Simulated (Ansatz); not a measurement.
Stepwise reaction of `C[S][Al]([F])[F]` with hydrogen chloride, as a gas-phase model of exchange steps in deposition or etching. ΔE in kJ/mol; ΔG adds harmonic PBE0-D4 terms to CCSD(T)/CBS, at 1 bar.

Isolated molecules relaxed with PBE0-D4/def2-TZVP in Ansatz; ΔE leaves out vibrations. CBS: MP2 limit from def2 TZ/QZ plus the TZ coupled-cluster correction, frozen cores. This one scheme is used for every species. Functionals use def2-TZVPP. B3LYP here is the variant with VWN-RPA as its local correlation; programs differ in this. One conformer a species, not always the lowest.

```
step                                                reaction  PBE-D4  B3LYP-D4  ωB97M-V  CCSD(T)/CBS  ΔG(400 K)
   1    `C[S][Al]([F])[F]` + HCl → `C[S][Al]([F])[Cl]` + H–F    16.6      22.6     20.1         18.3       24.6
   2  `C[S][Al]([F])[Cl]` + HCl → `C[S][Al]([Cl])[Cl]` + H–F    16.0      22.2     20.1         17.2       19.0
```

Question: By hand: ΔE of the 2 steps together at CCSD(T)/CBS.

Answer: (18.3) + (17.2) = 35.5 kJ/mol, or 17.8 kJ/mol a step.

In ΔE the steps differ by no more than 1.1 kJ/mol. All are uphill at CCSD(T)/CBS. ΔG lies between 19.0 and 24.6 kJ/mol a step. PBE-D4 differs from CCSD(T)/CBS by -1.7 to -1.2 kJ/mol a step. Isolated molecules leave out the surface, adducts and barriers. Largest T1 diagnostic: 0.012.
